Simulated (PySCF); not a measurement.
## Dipole polarisabilities along the 5p block, charge +2

Calculated with PySCF 2.14 for the ground configurations, without spin-orbit coupling: coupled response for Hartree-Fock and DFT. Mean α in bohr³, C₆ of like pairs in atomic units.

| species | α UHF | α PBE | α PBE0 | C₆ UHF | C₆ PBE | C₆ PBE0 |
| --- | --- | --- | --- | --- | --- | --- |
| In²⁺ [Kr] 4d10 5s1 (aug-cc-pV5Z-PP with ECP28MDF, ECP) | 17.51 | 13.07 | 13.86 | 79.81 | 60.79 | 63.80 |
| Sn²⁺ [Kr] 4d10 5s2 (aug-cc-pV5Z-PP with ECP28MDF, ECP) | 17.79 | 14.64 | 15.36 | 100.0 | 80.10 | 84.46 |
| Te²⁺ [Kr] 4d10 5s2 5p2 (aug-cc-pV5Z-PP with ECP28MDF, ECP) | 15.51 | 14.88 | 14.93 | 103.0 | 97.96 | 98.37 |
| I²⁺ [Kr] 4d10 5s2 5p3 (aug-cc-pV5Z-PP with ECP28MDF, ECP) | 14.02 | 13.77 | 13.72 | 96.88 | 94.89 | 94.50 |
| Xe²⁺ [Kr] 4d10 5s2 5p4 (aug-cc-pV5Z-PP with ECP28MDF, ECP) | 12.80 | n/a | 12.76 | 90.56 | n/a | 90.13 |
